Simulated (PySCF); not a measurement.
HO₂, SMILES O[O] (connectivity only; charge and spin as stated), charge -1, multiplicity 1.

Coordinates come from a B3LYP-D3(BJ)/def2-TZVPD optimisation. The spin state was assumed, not searched. The isomer is the one that the SMILES or the coordinates give; other isomers of the formula were not compared.

The numbers are results of PBE0/def2-TZVPD (PySCF), not measurements.

Symmetry labels are those of the subgroup Cs that the program uses (full group Cs).

Problem. List the valence orbital energies around the gap with their symmetry. (An estimate is asked for; the answer gives what the named calculation found.)

Solution. 
| orbital | symmetry | energy (eV) |
|---|---|---|
| HOMO−7 | A' | -514.45 |
| HOMO−6 | A' | -21.85 |
| HOMO−5 | A' | -15.12 |
| HOMO−4 | A' | -6.33 |
| HOMO−3 | A' | -3.78 |
| HOMO−2 | A" | -3.04 |
| HOMO−1 | A' | 0.58 |
| HOMO | A" | 1.23 |
| LUMO | A' | 4.92 |
| LUMO+1 | A' | 5.66 |
| LUMO+2 | A' | 6.64 |
| LUMO+3 | A" | 6.90 |
